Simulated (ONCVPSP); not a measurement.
## zinc (Zn): excitation energies, all-electron against ONCV

ONCVPSP 4.0.1 input, shortened (lines: element, Z, core and valence counts, functional; n l f; lmax; l rc ep ncon nbas qcut; lloc lpopt rc5 dvloc0; l nproj debl; icmod fcfact rcfact), PBE, scalar-relativistic:

```
  Zn 30.00    5    2        4      upf
    1    0    2.00
    2    0    2.00
    2    1    6.00
    3    0    2.00
    3    1    6.00
    3    2   10.00
    4    0    1.00
    3
    0    1.70    0.00    3    7    3.50
    1    1.55    0.28    4    7    6.30
    2    1.45    0.00    4    9    9.80
    3    1.35    0.21    3    6    8.70
    4    5    1.20    0.00
    0    1    1.60
    1    1    1.10
    2    1    1.60
    3    2    3.10
    3    5.00    1.25
```

Energies are relative to the spin-unpolarised reference configuration 3d10 4s1; without spin polarisation the order of configurations can differ from experiment. Not all tests gave a result: 1 of 4 tests not solved or not reliable.

| valence configuration | charge | ΔE all-electron (eV) | error AE − PS (meV) |
| --- | --- | --- | --- |
| 3d10 4s2 | 0 | -9.889 | +7.5 |
| 3d10 4s0 | +2 | 18.443 | +28 |
| 3d10 4s0 4p2 | 0 | 0.670 | +126 |

Note: ghosts flagged at negative energy: s at -36.8 eV; GHOST(+) flagged for p at 46.7 eV. A true bound ghost makes a file unfit for plane-wave use.
